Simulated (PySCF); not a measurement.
Delta-SCF ions had no search for a lower state. Excitations are Tamm–Dancoff values on a coarser integration grid. The basis has no diffuse functions, so Rydberg states are missing or too high.

Z-matrix (Å, degrees):
```
Sn
C 1 2.1878
H 2 1.1025 1 107.63
H 2 1.1026 3 106.47 1 -114.87
C 2 1.5304 3 111.01 4 -120.83
H 5 1.1029 2 111.77 3 -61.11
H 5 1.1029 6 106.96 2 122.54
H 5 1.1042 6 107.00 7 114.38
C 1 2.1878 2 109.99 3 -61.59
H 9 1.1025 1 107.66 2 -59.28
H 9 1.1026 10 106.48 1 114.88
C 9 1.5304 10 111.02 11 120.84
H 12 1.1029 9 111.76 10 61.05
H 12 1.1030 13 106.96 9 -122.53
H 12 1.1042 13 107.00 14 -114.38
C 1 2.1881 2 108.35 3 178.05
H 16 1.1025 1 107.65 2 177.66
H 16 1.1026 17 106.48 1 -114.87
C 16 1.5304 17 111.02 18 -120.83
H 19 1.1029 16 111.77 17 -61.12
H 19 1.1029 20 106.96 16 122.54
H 19 1.1042 20 106.99 21 114.38
C 1 2.1881 2 110.06 3 57.69
H 23 1.1025 1 107.64 2 62.68
H 23 1.1026 24 106.48 1 114.91
C 23 1.5304 24 111.01 25 120.83
H 26 1.1029 23 111.68 24 -179.04
H 26 1.1030 27 106.96 23 122.59
H 26 1.1042 27 107.00 28 114.37
```
Charge 0, spin multiplicity 1.

### Question
What is the computed S1 oscillator strength, total energy, LUMO, HOMO, vertical ionisation energy (Delta-SCF), dipole moment, HOMO–LUMO gap and S1 excitation (TDA) (TPSSh-D3(BJ)/def2-TZVP // B3LYP-D3(BJ)/def2-SVP (PySCF))?

### Answer

```json
{
  "S1 oscillator strength": "0.044",
  "total_energy": "-531.2935 Ha",
  "LUMO": "0.31 eV",
  "HOMO": "-6.39 eV",
  "vertical ionisation energy (Delta-SCF)": "8.31 eV",
  "dipole_moment": "0.00 D",
  "HOMO–LUMO gap": "6.70 eV",
  "S1 excitation (TDA)": "6.38 eV"
}
```
